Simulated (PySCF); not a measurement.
Two-component Hartree-Fock for Rh (rhodium, neutral)

Start: [Kr] 4d8 5s1; 4d3/2 filled at m_j = -3/2, -1/2, +1/2, +3/2; 4d5/2 filled at m_j = -1/2, +1/2, +3/2, +5/2; 5s1/2 filled at m_j = +1/2. Calculated with PySCF 2.14 in x2c-TZVPall-2c with one added diffuse shell each of s, p, d type (9s10p8d1f, 86 functions): generalised Hartree-Fock with the X2C-1e Hamiltonian and a Gaussian nucleus; one run each with spin-orbit coupling (SO) switched off, then screened by Boettger's factors.

| spinor shell | electrons | ε, spin-free (eV) | ε, screened SO (eV) | weight of nominal j (screened SO) | rms radius, screened SO (bohr) |
| --- | --- | --- | --- | --- | --- |
| 1s1/2 | 2 | -23342.2 | -23340.6 | 1.000 | 0.0374 |
| 2s1/2 | 2 | -3465.8 | -3465.3 | 1.000 | 0.154 |
| 2p1/2 | 2 | -3099.2 | -3199.2 | 1.000 | 0.134 |
| 2p3/2 | 4 | -3099.2 | -3052.7 | 1.000 | 0.138 |
| 3s1/2 | 2 | -654.38 | -654.22 | 1.000 | 0.415 |
| 3p1/2 | 2 | -530.73 | -548.57 | 1.000 | 0.411 |
| 3p3/2 | 4 | -530.73 | -522.33 | 1.000 | 0.422 |
| 3d3/2 | 4 | -333.33 | -336.48 | 0.997 | 0.401 |
| 3d5/2 | 6 | -333.33 | -331.05 | 0.998 | 0.405 |
| 4s1/2 | 2 | -101.03 | -100.97 | 1.000 | 1.05 |
| 4p1/2 | 2 | -63.647 | -67.658 | 0.946 | 1.15 |
| 4p3/2 | 4 | -63.647 | -61.686 | 0.973 | 1.18 |
| 4d3/2 | 4 | -11.697 | -12.115 | 0.694 | 1.71 |
| 4d5/2 | 4 | -11.697 | -11.291 | 0.733 | 1.73 |
| 5s1/2 | 1 | -6.476 | -6.476 | 0.999 | 3.79 |

```json
{"quantity": "E (hartree)", "spin-free": "-4780.81733", "screened SO": "-4781.56784"}
{"quantity": "M_J", "spin-free": "9/2", "screened SO": "9/2"}
{"quantity": "⟨J²⟩", "spin-free": "24.759", "screened SO": "24.759"}
{"quantity": "⟨L²⟩", "spin-free": "12.008", "screened SO": "12.048"}
{"quantity": "⟨S²⟩", "spin-free": "3.751", "screened SO": "3.753"}
```

Each row is a mean over spinors that exchange with the open shell spreads, by up to 7.009 eV (4p3/2).

Rows whose weight is well below 1 are mixtures of j = l ± 1/2: exchange outweighs spin-orbit coupling there, and the label is only the starting occupation.

Breit and QED terms are absent; they matter most for the inner s and p1/2 levels.

Densities and radii are taken from the X2C orbitals without a picture-change correction, which distorts them close to the nucleus.

Without spin-orbit coupling the j labels of p, d and f shells carry no meaning; the spin-free column gives the mean over the occupied spinors of each nl shell.
